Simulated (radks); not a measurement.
Q: The mean radii <r> (bohr) of the occupied orbitals of an atom or ion are listed with their occupations. Calculated with a radial shooting solver on a logarithmic mesh with Libxc functionals: scalar-relativistic Kohn-Sham, PBE, spin-unpolarised, spherical densities, finite nucleus; Fermi nuclear charge, rms radius of each element as measured or else 0.836 A^(1/3) + 0.57 fm.

orbital  occ.      <r>
1s          1  0.01564

Name the element and its charge.

A: Z = 83, bismuth, charge +82: Bi82+ in 1s1. The 1s radius gives Z: for a bare nucleus <r> = (2 gamma + 1)/(2Z) with gamma = sqrt(1 - (Z/c)^2), 0.01561 bohr for Z = 83, and the self-interaction of the functional makes it slightly larger (0.01564 here). The occupations add up to 1, and the charge is Z minus that.
